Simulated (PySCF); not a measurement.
Nitrogen: a sound run and one with changed settings

Sound run: N⁺ [He] 2s2 2p2, N²⁺ [He] 2s2 2p1. Computed with PySCF 2.14 in pcseg-2 (4s3p2d1f, 30 functions), with the non-relativistic Hamiltonian (point nucleus). In the sound run the correlated levels freeze 1s2. The sound run starts from symmetry-adapted Hartree-Fock orbitals and uses a fine grid where one is needed.

A second run was set up differently.

```csv
species,method,sound run (hartree),changed run (hartree),converged
N⁺,MP2,-53.95681,-53.89553,yes
N⁺,CCSD(T),-53.97933,-53.89734,yes
```

Ionisation energy of N⁺:

| method | sound run (eV) | changed run (eV) |
| --- | --- | --- |
| UHF | 29.221 | 29.221 |
| MP2 | 29.626 | 29.423 |
| SCS-MP2 | 29.495 | 29.289 |
| CCSD | 29.472 | 29.472 |
| CCSD(T) | 29.486 | 29.472 |
| CCSDT | n/a | 29.472 |
| FCI | n/a | 29.472 |

(1) What was changed?
A. minimal basis
B. a valence shell is frozen
C. all electrons correlated in a valence basis
D. basis contracted for another Hamiltonian

## Answers

(1) B. Freezing a valence shell removes pair correlation that changes on ionisation.
